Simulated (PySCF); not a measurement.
C6H7, SMILES [C]1=CC=CCC1, multiplicity 2.

Geometry optimised at PBE-D3(BJ)/def2-SVP. The isomer is the one that the SMILES or the coordinates give; other isomers of the formula were not compared. Other conformers were not sampled.

Calculation: TDA-PBE/def2-SVPD (PySCF).

Vertical excitations. Gas-phase values at a fixed geometry.

| state | energy (eV) | λ (nm) | f | main pairs |
|---|---|---|---|---|
| root 1 | 1.93 | 644 | 0.001 | β HOMO→LUMO 98 % |
| root 2 | 2.83 | 438 | 0.000 | α HOMO−1→LUMO 49 %, β HOMO→LUMO+1 48 % |
| root 3 | 3.42 | 362 | 0.002 | α HOMO→LUMO 96 % |
| root 4 | 4.46 | 278 | 0.002 | β HOMO−1→LUMO 97 % |
| root 5 | 4.66 | 266 | 0.074 | α HOMO−1→LUMO 38 %, β HOMO→LUMO+1 41 %, β HOMO−3→LUMO 8 % |
| root 6 | 4.94 | 251 | 0.002 | α HOMO−2→LUMO 25 %, α HOMO−1→LUMO+1 9 %, α HOMO−1→LUMO+2 7 %, β HOMO→LUMO+2 19 %, β HOMO−1→LUMO+1 18 %, β HOMO→LUMO+3 8 % |
| root 7 | 5.16 | 241 | 0.007 | β HOMO−2→LUMO 96 % |
| root 8 | 5.28 | 235 | 0.003 | α HOMO−2→LUMO 7 %, β HOMO→LUMO+2 71 % |
| root 9 | 5.32 | 233 | 0.003 | α HOMO→LUMO+1 98 % |
| root 10 | 5.39 | 230 | 0.005 | α HOMO−1→LUMO+1 84 %, β HOMO→LUMO+2 8 % |
Unrestricted roots are not spin-pure.
